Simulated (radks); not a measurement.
Species: the europium ion Eu6+. Configuration: [Xe] 4f2 6p1 (not the ground configuration).

All-electron calculation, scalar-relativistic Kohn-Sham, r2SCAN, spin-polarised, spherical densities, finite nucleus; open shells are filled with parallel spins first (spin-orbit coupling, left out, can overturn this in heavy ions); meta-GGA in the generalised Kohn-Sham scheme; Fermi nuclear charge, rms radius 5.1115 fm. Program: a radial shooting solver on a logarithmic mesh with Libxc functionals.

Energy parts (eV):
part                      energy
total                 -294800.78
kinetic                315859.84
electron-nucleus      -711931.41
Hartree                107740.35
exchange-correlation    -6469.56

Orbitals (lengths in bohr, moments of r in powers of bohr; <r^-3> diverges for s and p1/2; r(90%) holds 90 % of the orbital's charge):
| orbital | occ. | eigenvalue (eV) | r(90%) | <1/r> | <r^-3> |
|---|---|---|---|---|---|
| 1s up | 1 | -48554.19 | 0.0404 | 70.21 | - |
| 1s down | 1 | -48554.15 | 0.0404 | 70.21 | - |
| 2s up | 1 | -8096.762 | 0.147 | 16.28 | - |
| 2s down | 1 | -8096.755 | 0.147 | 16.28 | - |
| 2p up | 3 | -7223.301 | 0.137 | 15.23 | 10780 |
| 2p down | 3 | -7223.269 | 0.137 | 15.23 | 10780 |
| 3s up | 1 | -1890.577 | 0.365 | 5.977 | - |
| 3s down | 1 | -1889.302 | 0.365 | 5.980 | - |
| 3p up | 3 | -1617.389 | 0.371 | 5.620 | 2252 |
| 3p down | 3 | -1616.103 | 0.371 | 5.623 | 2254 |
| 3d up | 5 | -1251.836 | 0.352 | 5.322 | 303.0 |
| 3d down | 5 | -1250.821 | 0.352 | 5.325 | 303.4 |
| 4s up | 1 | -475.6568 | 0.800 | 2.539 | - |
| 4s down | 1 | -472.7264 | 0.800 | 2.537 | - |
| 4p up | 3 | -383.8246 | 0.852 | 2.348 | 516.0 |
| 4p down | 3 | -380.9061 | 0.852 | 2.347 | 515.2 |
| 4d up | 5 | -255.2288 | 0.940 | 2.094 | 60.04 |
| 4d down | 5 | -252.3088 | 0.941 | 2.092 | 59.89 |
| 4f up | 2 | -114.2880 | 1.15 | 1.704 | 9.842 |
| 4f down | 0 | -111.3982 | 1.16 | 1.698 | 9.781 |
| 5s up | 1 | -135.9958 | 1.73 | 1.094 | - |
| 5s down | 1 | -134.7679 | 1.75 | 1.082 | - |
| 5p up | 3 | -108.7695 | 1.92 | 0.9809 | 103.8 |
| 5p down | 3 | -107.8410 | 1.93 | 0.9722 | 101.3 |
| 6p up | 1 | -48.0455 | 3.82 | 0.4679 | 26.26 |

The highest occupied level is 6p up at -48.045 eV. The configuration is held as typed, so some empty levels lie below it. Summed over all electrons, <r^2> = 34.27 bohr^2, which gives a Langevin (diamagnetic) susceptibility term of -27.1 x 10^-6 cm^3/mol.
